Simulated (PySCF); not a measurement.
**Radial density of Ca³⁺ (calcium, charge +3)**

PBEsol, [Ne] 3s2 3p5, 2P determinant. All numbers are calculated (PySCF 2.14, no relativity, point nucleus, in an uncontracted even-tempered set (19 s from 0.054 bohr⁻², ratio 2.5; 13 p from 0.071 bohr⁻², ratio 2.5; 5 d from 1.5 bohr⁻², ratio 2.7; 5 f from 2.3 bohr⁻², ratio 2.7)).

| r (bohr) | 4πr²ρ (e/bohr) | 4πr²(ρα − ρβ) |
| --- | --- | --- |
| 0.00145 | 0.1317 | 0.0000 |
| 0.00243 | 0.3581 | 0.0000 |
| 0.00409 | 0.9483 | 0.0000 |
| 0.00688 | 2.400 | 0.0000 |
| 0.0116 | 5.629 | 0.0000 |
| 0.0195 | 11.63 | 0.0006 |
| 0.0327 | 19.49 | 0.0047 |
| 0.0551 | 23.41 | 0.0253 |
| 0.0926 | 18.90 | 0.0991 |
| 0.156 | 18.47 | 0.2332 |
| 0.262 | 24.44 | 0.1951 |
| 0.441 | 12.66 | -0.0005 |
| 0.741 | 6.088 | 0.6584 |
| 1.25 | 5.993 | 0.8597 |
| 2.10 | 0.8663 | 0.1255 |
| 3.53 | 0.008113 | 0.0010 |
